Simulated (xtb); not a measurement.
Harmonic IR lines of one isomer of C₇H₆BF₃, unscaled. These are GFN2-xTB run with xtb 6.7.1 values and carry that method's errors.

wavenumber (cm⁻¹): 131 (w), 248 (w), 605 (w), 773 (w), 834 (s), 1006 (m), 1024 (s), 1038 (vs), 1121 (m), 1147 (w), 1204 (w), 1258 (m), 2649 (m), 2691 (m), 3089 (w), 3104 (w)

Problem. Identify which structure gives these lines.
A. `Bc1ccc(C(F)(F)F)cc1`
B. `Bc1cccc(C(F)(F)F)c1`
C. `Bc1ccccc1C(F)(F)F`

Solution. C, `Bc1ccccc1C(F)(F)F`
